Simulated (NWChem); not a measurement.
# selenium dioxide (O$_{2}$Se)

SMILES: O=[Se]=O
```xyz
3

O      1.3523     0.0000     0.5852
Se     0.0000     0.0000    -0.2754
O     -1.3523     0.0000     0.5852
```
Charge 0, spin multiplicity 1.

Program: NWChem. The geometry was optimised at PBE0/def2-SVP, a minimum by its harmonic frequencies.

Symmetry labels belong to the abelian group C2v used in the runs, with the axes of the coordinates shown; states degenerate in a higher group split over its labels.

The Hamiltonian is non-relativistic. B3LYP has NWChem's definition, with VWN1-RPA local correlation.

Task: List the lowest 3 singlet excitations that TD-B3LYP/def2-SVPD, VWN1-RPA local correlation gives, with oscillator strengths.

Result: 
```json
[
 {"state": "1", "symmetry": "b2", "energy (eV)": "3.13", "wavelength (nm)": "396", "f": "0.003"},
 {"state": "2", "symmetry": "a2", "energy (eV)": "3.27", "wavelength (nm)": "379", "f": "0.000"},
 {"state": "3", "symmetry": "b1", "energy (eV)": "4.99", "wavelength (nm)": "249", "f": "0.047"}
]
```
